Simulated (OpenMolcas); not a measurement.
A calculation on V I.

| Property | Result |
| --- | --- |
| Program | OpenMolcas |
| Method | CASSCF |
| Basis | ANO-RCC-VTZP [6s5p3d2f1g] |
| Scalar Hamiltonian | DKH2, point nucleus |
| Active space | 5 electrons in 6 orbitals (3d 4s) |
| State averaging | 2S+1 = 4 even, 50 roots; 2S+1 = 6 even, 5 roots kept (CI in the orbitals of an earlier block); 2S+1 = 2 even, 91 roots kept (CI in the orbitals of an earlier block) |
| Spin-orbit coupling | RASSI with atomic mean-field integrals over the reference wave functions, term energies averaged over their components |

Question: Which level of the active space comes out lowest?

Answer: 3d⁴ 4s ⁶D_1/2, with 100 % of that term.

Question: How high does 3d⁴ 4s ⁶D_5/2 lie?

Answer: 118 cm⁻¹ above the lowest level.

Question: How high does 3d³ 4s² ⁴F_9/2 lie?

Answer: 8594 cm⁻¹ above the lowest level.

Question: How high does 3d³ 4s² ⁴F_3/2 lie?

Answer: 8098 cm⁻¹ above the lowest level.

Without dynamic correlation excited terms often stand tens of per cent too high (terms of higher spin than the ground term too low), and those without a measured partner can miss by more than the paired ones. Terms from blocks run as CI alone lack orbitals of their own. The lowest computed level is not the ground level that NIST lists (4F3/2). Configurations are named by rounded mean occupations; where the s occupation lies near a half they are strongly mixed, a name can repeat and a true partner stay unpaired. A single d shell beside an s shell can misplace configurations of different d count against each other. Only configurations of the active space appear.
